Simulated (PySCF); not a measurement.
## Co²⁺ (cobalt, charge +2) across methods

[Ar] 3d7, high-spin 4F determinant. Computed with PySCF 2.14 in aug-cc-pVTZ-DK (8s7p5d3f2g, 93 functions), with scalar relativity by spin-free X2C-1e.

```csv
method,E (hartree),mean ε 3p β (eV),mean ε 3d α (eV),mean ε 3d β (eV),Σ⟨r²⟩ (bohr²),⟨S²⟩
r2SCAN,-1392.288,-83.569,-28.596,-26.112,15.92,3.752
LDA,-1389.620,-82.720,-28.610,-25.975,16.13,3.751
UHF,-1391.05552,-96.619,-38.060,-34.399,15.57,3.754
PBE,-1392.067,-82.534,-28.286,-25.918,16.11,3.751
LC-wPBE,-1392.137,-88.239,-33.492,-31.074,16.02,3.751
HSE06,-1392.111,-85.972,-30.466,-27.850,15.93,3.752
r2SCANh,-1392.279,-84.974,-29.624,-27.042,15.87,3.752
PBE0,-1392.096,-86.374,-30.902,-28.255,15.91,3.752
B3LYP,-1392.353,-85.731,-30.481,-28.036,16.01,3.752
```
